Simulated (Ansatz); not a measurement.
Tuning the range parameter of LC-ωPBE so that −HOMO meets the ionisation energy; basis def2-SVP, Ansatz. System: `C[Si](C)(C)O[Si](C)(C)O[Si](C)(C)O[Si](C)(C)O[Si](C)(C)O[Si](C)(C)C`. Total charge 0; singlet. Geometry: PBE-D4/def2-SVP. The ionised state is a doublet.

Geometry of the singlet:

```xyz
67

C     0.271    2.157    3.266
Si   -0.506    3.538    2.245
C    -2.337    3.731    2.657
C     0.407    5.169    2.520
O    -0.377    3.095    0.626
Si   -0.164    3.435   -0.996
C    -1.820    3.839   -1.776
C     1.099    4.810   -1.206
O     0.416    2.041   -1.727
Si    1.260    0.656   -1.273
C     2.543    1.066    0.032
C     2.005   -0.054   -2.838
O     0.183   -0.446   -0.601
Si   -1.471   -0.776   -0.693
C    -2.375    0.254    0.589
C    -2.082   -0.470   -2.438
O    -1.676   -2.398   -0.343
Si   -1.159   -3.568    0.750
C    -2.601   -4.720    1.070
C    -0.522   -2.729    2.312
O     0.063   -4.475    0.059
Si    1.454   -4.294   -0.884
C     0.953   -3.716   -2.607
C     2.272   -5.989   -0.955
C     2.588   -3.030   -0.060
H     1.366    2.099    3.096
H    -0.167    1.174    2.993
H     0.105    2.318    4.352
H    -2.879    2.777    2.492
H    -2.809    4.506    2.018
H    -2.482    4.029    3.716
H    -0.048    5.992    1.929
H     1.473    5.085    2.222
H     0.377    5.467    3.589
H    -2.538    3.009   -1.611
H    -1.720    3.992   -2.870
H    -2.256    4.761   -1.337
H     1.305    4.997   -2.279
H     0.745    5.758   -0.753
H     2.056    4.534   -0.717
H     2.043    1.483    0.929
H     3.107    0.161    0.336
H     3.269    1.815   -0.346
H     2.552   -0.994   -2.625
H     1.213   -0.278   -3.582
H     2.712    0.666   -3.297
H    -2.204    1.335    0.419
H    -2.001    0.014    1.605
H    -3.465    0.051    0.565
H    -3.174   -0.642   -2.520
H    -1.863    0.574   -2.743
H    -1.576   -1.153   -3.151
H    -2.301   -5.559    1.731
H    -3.445   -4.182    1.549
H    -2.964   -5.149    0.113
H    -0.078   -3.468    3.010
H     0.259   -1.982    2.058
H    -1.341   -2.203    2.845
H     1.831   -3.635   -3.281
H     0.231   -4.424   -3.065
H     0.469   -2.721   -2.550
H     3.199   -5.960   -1.564
H     2.540   -6.342    0.062
H     1.589   -6.739   -1.406
H     3.513   -2.862   -0.649
H     2.884   -3.362    0.956
H     2.051   -2.064    0.032
```

Single mean-field runs in def2-SVP are fitted with def2-universal-jkfit.

```
ω (1/bohr)  HOMO (eV)  LUMO (eV)  vertical IE (eV)  HOMO + IE (eV)
       0.1      -7.54       1.43              8.05            0.51
      0.15      -8.16       1.94              8.39            0.23
       0.3      -9.56       2.80              9.34           -0.22
```

**Question.** Estimate the row for 0.2 bohr⁻¹.

**Answer.** 
| ω (1/bohr) | HOMO (eV) | LUMO (eV) | vertical IE (eV) | HOMO + IE (eV) |
| --- | --- | --- | --- | --- |
| 0.2 | -8.70 | 2.32 | 8.74 | 0.04 |

**Question.** Where does the tuning condition hold?

**Answer.** Near ω = 0.21 bohr⁻¹, by linear interpolation.
